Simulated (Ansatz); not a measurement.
The same ligand exchange along the group B, Al, Ga, In.

Gas-phase electronic energies from Ansatz, PBE0-D4/def2-TZVP geometries. CBS: MP2 limit from def2 TZ/QZ plus the TZ coupled-cluster correction, frozen cores. This one scheme is used for every species. Functionals use def2-TZVPP. def2 core potentials past Kr. For Ga, Ge, In outer-core shells are correlated without core-valence functions, which leaves a few kJ/mol of doubt a bond. Scalar relativity is left out up to krypton. One conformer a species, not always the lowest.

```csv
reaction,CCSD(T)/CBS(def2) (kJ/mol)
`[BH2][GeH2][F]` + H₂S → `[F][GeH2][SH]` + BH₃,-57
`[F][GeH2][AlH2]` + H₂S → `[F][GeH2][SH]` + `[AlH3]`,-29
`[F][GeH2][GaH2]` + H₂S → `[F][GeH2][SH]` + `[GaH3]`,-17
`[F][GeH2][InH2]` + H₂S → `[F][GeH2][SH]` + `[InH3]`,?
```

(1) Fill in the missing values. (Best estimate.)

Largest T1 diagnostic: 0.014, for `[InH3]`.

## Answers

(1) Ansatz gave: `[F][GeH2][InH2]` + H₂S → `[F][GeH2][SH]` + `[InH3]`: -1.7 kJ/mol.
